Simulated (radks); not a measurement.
Cu+, 28 electrons, occupied as [Ar] 3d10.

Calculated with a radial shooting solver on a logarithmic mesh with Libxc functionals: non-relativistic Kohn-Sham, BLYP, spin-unpolarised, spherical densities, point nucleus.

Energy parts (hartree):
| part | energy |
|---|---|
| total | -1640.34740 |
| kinetic | 1639.24830 |
| electron-nucleus | -3917.53776 |
| Hartree | 705.05052 |
| exchange-correlation | -67.10846 |

Orbitals (lengths in bohr, moments of r in powers of bohr; r(max) is where P^2 peaks; r(90%) holds 90 % of the orbital's charge):
| orbital | occ. | eigenvalue (hartree) | r(90%) | <1/r> | <r^4> | r(max) |
|---|---|---|---|---|---|---|
| 1s | 2 | -321.8406 | 0.0942 | 28.51 | 0.00003582 | 0.03488 |
| 2s | 2 | -38.53119 | 0.369 | 6.192 | 0.007812 | 0.1998 |
| 2p | 6 | -33.82808 | 0.339 | 6.157 | 0.005638 | 0.1594 |
| 3s | 2 | -4.38705 | 1.09 | 1.958 | 0.6012 | 0.6218 |
| 3p | 6 | -2.92689 | 1.17 | 1.826 | 0.8184 | 0.6229 |
| 3d | 10 | -0.50766 | 1.83 | 1.387 | 6.407 | 0.6006 |

The highest occupied level is 3d at -13.814 eV. Summed over all electrons, <r^2> = 19.89 bohr^2, which gives a Langevin (diamagnetic) susceptibility term of -15.8 x 10^-6 cm^3/mol. The electron density at the nucleus is 1.664e+04 e/bohr^3. For comparison, the ionisation energy in NIST's Atomic Spectra Database is 20.292 eV (measured). In exact Kohn-Sham theory the highest level is minus the ionisation energy, but local and semilocal functionals leave it too shallow, through self-interaction and a potential that decays too fast; potentials with the right tail come closer. Virial ratio -V/T = 2.00067. The density falls to 0.001 e/bohr^3 at r = 3.32 bohr.
